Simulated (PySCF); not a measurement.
## HNbO₂: from structure and modes to constants

All numbers come from PySCF, PBE0, basis Nb def2-TZVP with ECP28, O def2-TZVP, H def2-TZVP (scalar-relativistic core potentials, no spin–orbit coupling, density fitting).

The singlet minimum has Cs symmetry. Masses (u): Nb 92.90638, O 15.99492, H 1.00782.

```xyz
4
charge 0 multiplicity 1, angstrom
Nb    0.1821    0.0000   -0.1769
O    -0.5867    1.3589    0.4982
O    -0.5867   -1.3589    0.4982
H     1.8377    0.0000    0.5073
```

Harmonic wavenumbers (cm⁻¹): 349.5 (a', ×1), 434.3 (a', ×1), 605.6 (a'', ×1), 991.4 (a'', ×1), 1045.8 (a', ×1), 1788.6 (a', ×1).

What is the harmonic zero-point energy?

Half the sum of all 6 wavenumbers, 5215/2 = 2608 cm⁻¹, which is 31.2 kJ/mol (1 cm⁻¹ = 0.0119627 kJ/mol).

Find the vibrational entropy and heat capacity at 298.15 K.

With u = 1.43878 ω/T, each mode gives S = R[u/(eᵘ−1) − ln(1−e⁻ᵘ)] and C = R u² eᵘ/(eᵘ−1)².
```tsv
ω (cm⁻¹)	u	S (J/(mol K))	C (J/(mol K))
349.5	1.686	4.89	6.60
434.3	2.096	3.53	5.84
605.6	2.923	1.84	4.27
991.4	4.784	0.41	1.62
1045.8	5.047	0.33	1.38
1788.6	8.631	0.01	0.11
```
The sums over all modes are S = 11.0 and C = 19.8 J/(mol K); the softest mode gives 44 % of the entropy.

This need not be the most stable arrangement of these atoms.
